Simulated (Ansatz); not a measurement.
`FB[AsH2]` + CH₃OH → `CO[AsH2]` + `BF` at 298.15 K and 1 bar (cleavage of the As–B bond).

Gas-phase electronic energies from Ansatz, PBE0-D4/def2-TZVP geometries. CCSD(T)/CBS is the MP2 limit (def2-TZVPP, def2-QZVPP) plus CCSD(T) − MP2 in def2-TZVPP, frozen cores. This one scheme is used for every species. For As outer-core shells are correlated without core-valence functions, which leaves a few kJ/mol of doubt a bond. Scalar relativity is left out up to krypton.

```
   species  CCSD(T)/CBS energy (Eh)  H − E (kJ/mol)  S (J/(mol·K))
`FB[AsH2]`              -2361.43380            95.3          293.3
     CH₃OH               -115.61712           146.3          238.2
`CO[AsH2]`              -2351.21577           166.5          295.9
      `BF`               -125.82039            69.3          222.5
```

H − E and S are ideal-gas, rigid-rotor, harmonic terms from PBE0-D4/def2-TZVP, for one conformer and one mirror image of each species. 1 Eh = 2625.50 kJ/mol, R = 8.31446 J/(mol·K).

Problem. By hand: ΔE, ΔH, ΔS and ΔG.

Solution. ΔE = (-2351.21577) + (-125.82039) − (-2361.43380) − (-115.61712) = 0.01476 Eh = 38.8 kJ/mol. Δ(H − E) = 166.5 + 69.3 − 95.3 − 146.3 = -5.8, so ΔH = 33.0 kJ/mol. ΔS = 295.9 + 222.5 − 293.3 − 238.2 = -13.1 J/(mol·K). ΔG = 33.0 − 298.15 × (-13.1)/1000 = 36.9 kJ/mol.

Problem. By hand: the equilibrium constant, and the temperature at which ΔG would vanish if ΔH and ΔS stayed fixed.

Solution. log₁₀ K = −ΔG/(RT ln 10) = -6.5. ΔH and −TΔS have one sign here, so there is no such temperature.

The number of gas molecules stays the same, so ΔS is small and ΔH decides. A doubt of 5 kJ/mol in ΔE shifts log₁₀ K by 0.9 here. Other conformers and mirror images would add mixing entropy, several J/(mol·K) or more a flexible species. These are equilibria of isolated gas molecules and say nothing of rates. Largest T1 diagnostic: 0.013 (customary marks: 0.02 for closed shells, 0.045 for open ones).
